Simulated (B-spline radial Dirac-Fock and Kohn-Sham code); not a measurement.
## Elastic and transport cross sections of palladium for electrons

Method: relativistic (Dirac) partial waves in the static field of the Dirac-Fock atom with Furness-McCarthy exchange, without polarisation or absorption potentials. Computed with a B-spline atomic structure program. σ_tr1 and σ_tr2 weight the cross section with 1 − P₁ and 1 − P₂ of cos θ; "backward" is the share scattered beyond 90°.

```csv
energy (eV),σ (a₀²),σ_tr1 (a₀²),σ_tr2 (a₀²),σ/σ_tr1,backward (%)
30000,1.02,0.0135,0.0304,75.5,0.19
39300,?,?,?,?,?
46300,0.752,0.00666,0.0156,113,0.11
50000,0.712,0.00587,0.0138,121,0.096
53700,0.677,0.00522,0.0124,130,0.087
61500,0.616,0.00417,0.00998,148,0.073
62800,0.607,0.00403,0.00966,150,0.071
75000,0.536,0.00301,0.00730,178,0.056
85900,0.488,0.00241,0.00589,203,0.047
99300,0.443,0.00190,0.00469,234,0.038
100000,0.441,0.00188,0.00464,235,0.038
107000,0.422,0.00168,0.00417,251,0.035
138000,0.358,0.00111,0.00279,323,0.024
200000,0.288,0.000611,0.00157,472,0.014
300000,0.235,0.000323,0.000844,729,0.0079
```

Question: Fill in the row for 39.3 keV.

Answer: σ = 0.845 a₀², σ_tr1 = 0.00871 a₀², σ_tr2 = 0.0201 a₀², σ/σ_tr1 = 97.0, backward 0.13 %. The ratio σ/σ_tr1 is roughly the number of elastic collisions that randomise the direction.
